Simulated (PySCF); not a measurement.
State search for CsCl

Unrestricted PBE0; PySCF, spin-free X2C with a Gaussian nucleus, basis sets Cs x2c-TZVPall, Cl x2c-TZVPall. Outer shells of the fragments: Cs 6s1; Cl 3s2 3p5.

Followed along the bond (rough minima from three points):

```json
{"2Ms+1": "1", "unpaired": "none", "⟨S²⟩ at the start": "0.00", "R at minimum (Å)": "2.90", "Te (eV)": "0.00"}
{"2Ms+1": "3", "unpaired": "σ ↑, π ↑", "⟨S²⟩ at the start": "2.00", "R at minimum (Å)": "none in the scan", "Te (eV)": "≤ 4.49"}
```

Solutions found at the starting distance of 3.175 Å, counted from the lowest of them; the search is not exhaustive and high or unbound solutions are not listed, so other states can lie among these:

```csv
2Ms+1,unpaired,term,E (eV),⟨S²⟩,⟨Lz²⟩,μ (D)
1,none,¹Σ⁺,0.00,0.00,0.00,-11.59
3,"σ ↑, π ↑",³Π,4.46,2.00,1.01,1.36
1,"σ ↓, π ↑",mixed,4.47,1.00,1.01,1.60
3,σ ↑↑,³Σ⁺,4.53,2.00,0.00,1.64
3,π ↑↑,mixed,5.54,2.00,2.01,0.68
3,π ↑↑,mixed,5.58,2.00,2.01,2.35
3,"σ ↑, π ↑",³Π,5.68,2.00,1.00,3.49
3,"π ↑, δ ↑",mixed,5.85,2.00,5.01,0.68
3,"π ↑, δ ↑",mixed,5.85,2.00,4.97,0.70
```

A term symbol is given only where ⟨S²⟩ and ⟨Lz²⟩ are close to those of a pure state; real π, δ and φ orbitals otherwise mix terms. A positive dipole means Cs(−)Cl(+).

The measured ground state is X ¹Σ+ (Huber and Herzberg, Constants of Diatomic Molecules (1979)).

Spin–orbit coupling is left out. Counting both spins, an empty level lies below a filled one in some of these solutions, because spin and occupation are held.
